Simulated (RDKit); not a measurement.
Job for RDKit: UFF on BH3Se (SMILES B[SeH]), a point of a torsion scan.

```python
from rdkit import Chem
from rdkit.Chem import AllChem, rdDetermineBonds

blocks = [
'''5

B    -0.64669290   -0.01804572   -0.00099392
Se    1.17057935   -0.58827846    0.46938562
H    -1.42896408   -0.82373272   -0.31624012
H    -0.94226315    1.10155033    0.13938270
H     1.67674571   -0.48117315   -0.86916699
''',
]
mol = None
for b in blocks:
    f = Chem.MolFromXYZBlock(b)
    rdDetermineBonds.DetermineBonds(f, charge=0)
    mol = f if mol is None else Chem.CombineMols(mol, f)
Chem.SanitizeMol(mol)
print(Chem.MolToSmiles(Chem.RemoveHs(mol)))
ff = AllChem.UFFGetMoleculeForceField(mol, vdwThresh=100.0, ignoreInterfragInteractions=False)
e = ff.CalcEnergy()
print(f'UFF energy {e:.6f} kcal/mol')
```

Program output:

```
B[SeH]
UFF energy 2.640965 kcal/mol
```

The run finished.

Cost: very roughly 0.010 core-seconds.
